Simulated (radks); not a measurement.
Question: All-electron atom: I+ in [Kr] 4d10 5s2 5p2 6s2 (not the ground configuration). Calculated with a radial shooting solver on a logarithmic mesh with Libxc functionals: Dirac Kohn-Sham, LDA (Slater exchange, Perdew-Wang correlation), spin-unpolarised, spherical densities, finite nucleus; open shells fill j = l - 1/2 first; Fermi nuclear charge, rms radius 4.75 fm. Some entries of the table are withheld. Estimate them.

orbital  occ.  eigenvalue (hartree)  r(max) (bohr)  <r^2> (bohr^2)
1s1/2       2                   (1)        0.01755        0.001006
2s1/2       2             -187.5909        0.09935         0.01616
2p1/2       2             -176.1484            (2)         0.01194
2p3/2       4             -165.1850            (3)         0.01323
3s1/2       2             -38.39143         0.2862          0.1130
3p1/2       2             -33.64968         0.2724          0.1077
3p3/2       4             -31.58724         0.2832          0.1158
3d3/2       4             -23.19676         0.2297         0.09735
3d5/2       6             -22.76255         0.2328         0.09971
4s1/2       2              -7.29216         0.6805          0.6189
4p1/2       2              -5.63490         0.6980          0.6802
4p3/2       4              -5.22871         0.7226          0.7313
4d3/2       4              -2.55862         0.7727          0.9720
4d5/2       6              -2.49484         0.7814          0.9962
5s1/2       2              -1.23517          1.655           3.843
5p1/2       2              -0.83462          1.852           5.077
5p3/2       0              -0.78339          1.923           5.475
6s1/2       2              -0.30098          4.109           22.23

Answer: 
(1) 1s1/2 eigenvalue (hartree): -1210.537
(2) 2p1/2 r(max) (bohr): 0.07614
(3) 2p3/2 r(max) (bohr): 0.08094
